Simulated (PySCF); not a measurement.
Spinor energies of Ge⁺ (germanium, charge +1)

Start: [Ar] 3d10 4s1 4p1 4d1; 4s1/2 filled at m_j = +1/2; 4p3/2 filled at m_j = +3/2; 4d5/2 filled at m_j = +5/2. Calculated with PySCF 2.14 in x2c-SVPall-2c with one added diffuse shell each of s, p, d type (6s7p4d, 47 functions): generalised Hartree-Fock with the X2C-1e Hamiltonian and a Gaussian nucleus; one run each with spin-orbit coupling (SO) switched off, then screened by Boettger's factors. This is a chosen level, not necessarily the ground level.

| spinor shell | electrons | ε, spin-free (eV) | ε, screened SO (eV) | weight of nominal j (screened SO) | rms radius, screened SO (bohr) |
| --- | --- | --- | --- | --- | --- |
| 1s1/2 | 2 | -11189.3 | -11189.2 | 1.000 | 0.0542 |
| 2s1/2 | 2 | -1467.1 | -1467.1 | 1.000 | 0.227 |
| 2p1/2 | 2 | -1279.6 | -1301.5 | 1.000 | 0.201 |
| 2p3/2 | 4 | -1279.6 | -1269.0 | 1.000 | 0.204 |
| 3s1/2 | 2 | -215.53 | -215.57 | 1.000 | 0.669 |
| 3p1/2 | 2 | -155.97 | -159.04 | 0.998 | 0.694 |
| 3p3/2 | 4 | -155.97 | -154.53 | 0.999 | 0.703 |
| 3d3/2 | 4 | -57.804 | -58.223 | 0.919 | 0.809 |
| 3d5/2 | 6 | -57.804 | -57.592 | 0.946 | 0.810 |
| 4s1/2 | 1 | -28.865 | -28.879 | 1.000 | 2.16 |
| 4p3/2 | 1 | -19.795 | -19.708 | 1.000 | 2.66 |
| 4d5/2 | 1 | -7.398 | -7.404 | 1.000 | 4.20 |

```tsv
quantity	spin-free	screened SO
E (hartree)	-2095.88384	-2095.94155
M_J	9/2	9/2
⟨J²⟩	24.754	24.754
⟨L²⟩	12.004	12.005
⟨S²⟩	3.751	3.752
```

Each row is a mean over spinors that exchange with the open shell spreads, by up to 0.811 eV (3p3/2).

Without spin-orbit coupling the j labels of p, d and f shells carry no meaning; the spin-free column gives the mean over the occupied spinors of each nl shell.
